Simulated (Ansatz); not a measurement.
Sb3, relaxed as a doublet with UKS r2SCAN-D4/def2-SVP in Ansatz, starting from the GFN1-xTB geometry. Force threshold 0.02 eV/Å.

In the def2 sets Sb takes a core potential; there is no spin–orbit coupling. The charge 0 doublet is spin-contaminated (final ⟨S²⟩ up to 0.91, 0.75 for a pure state). The structure comes from a short search, and lower isomers may exist.

Start:

```xyz
3

Sb    0.280   -1.513   -0.286
Sb    1.089    0.878    0.699
Sb   -1.369    0.635   -0.413
```

Task: Estimate the energy that the relaxation releases and the steps that it takes.

Result: 12.2 kJ/mol, in 5 steps; 17 s on 4 threads of Arm Neoverse V1 on a shared host. No frequencies were taken in this run, so the end may be a saddle point.

Task: Does the start keep its bonding and symmetry?

Result: By distances, no bond broke or formed. The bond that changes most is Sb1–Sb3, from 2.71 to 2.89 Å (atoms count from 1). Point group D3h at the start, C2v at the end, both within 0.05 Å.

Task: Predict the relaxed structure.

Result: 
```xyz
3

Sb    0.3431   -1.5749   -0.2753
Sb    1.0698    0.8617    0.6861
Sb   -1.4129    0.7132   -0.4108
```
Bond lengths: 3 × Sb–Sb 2.72 to 2.89 Å.
